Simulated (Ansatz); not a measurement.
W₃O₅⁺. Total charge 1; doublet. Geometry r2SCAN-D4/def2-SVP; atoms count from 1.

Cartesian coordinates in Å:
```
W -0.007 -0.331 1.361
W 0.973 1.436 -0.287
W -0.632 -0.415 -1.179
O 0.279 1.674 1.402
O -1.593 -0.895 0.422
O 0.231 -1.588 -2.049
O 1.179 -1.460 1.804
O -0.429 1.578 -1.474
```

In the def2 sets W takes a core potential; there is no spin–orbit coupling. The structure comes from a short search, and lower isomers may exist.

(1) Estimate the Mulliken populations from the PBE0/def2-TZVP orbitals of Ansatz.

(2) Where does the spin sit?

(3) And the Mayer bond orders between heavy atoms (over 0.3)?

Results:

(1) 
| atom | charge (e) | spin (α − β) | d electrons |
| --- | --- | --- | --- |
| W1 | 1.14 | -0.17 | 3.93 |
| W2 | 1.02 | 1.21 | 4.09 |
| W3 | 1.14 | -0.17 | 3.93 |
| O4 | -0.50 | 0.00 | – |
| O5 | -0.56 | 0.00 | – |
| O6 | -0.37 | 0.07 | – |
| O7 | -0.37 | 0.07 | – |
| O8 | -0.50 | 0.00 | – |
Mulliken values depend strongly on the basis.

(2) Summed by element: W 0.87, O 0.13, of 1 unpaired in all. Largest on single atoms: W2 1.21, W1 -0.17, W3 -0.17.

(3) W1–W2 1.01 (2.61 Å); W1–W3 0.97 (2.62 Å); W1–O4 0.74 (2.03 Å); W1–O5 1.00 (1.93 Å); W1–O7 2.21 (1.70 Å); W2–W3 1.01 (2.61 Å); W2–O4 1.35 (1.84 Å); W2–O8 1.35 (1.84 Å); W3–O5 1.00 (1.93 Å); W3–O6 2.21 (1.70 Å); W3–O8 0.74 (2.03 Å).
